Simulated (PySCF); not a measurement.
# Rhodium: a sound run and one with changed settings

Sound run: Rh+ [Kr] 4d8, Rh(2+) [Kr] 4d7. Calculation: PySCF 2.14, in def2-SVP with the def2 core potential (28 electrons) (5s3p2d1f, 31 functions); scalar relativity through the core potential. The sound run starts from symmetry-adapted Hartree-Fock orbitals and uses a fine grid where one is needed.

A second run was set up differently.

```
species  method  sound run (hartree)  changed run (hartree)  converged
    Rh+     UHF           -109.48512             -109.48512         no
    Rh+  r2SCAN           -110.20921             -110.20921         no
    Rh+    MN15           -109.94700             -109.94700         no
 Rh(2+)     UHF           -108.88738             -108.83893         no
 Rh(2+)  r2SCAN           -109.54047             -109.54045         no
 Rh(2+)    MN15           -109.25985             -109.26318         no
```

Task: What was changed?
A. minimal basis
B. level shift left on
C. basis contracted for another Hamiltonian
D. too few SCF iterations

Result: D. It used initial guess 1e, at most 5 SCF cycles. The SCF was stopped early; the energies are upper bounds that still move, and correlated levels were skipped or rest on poor orbitals.
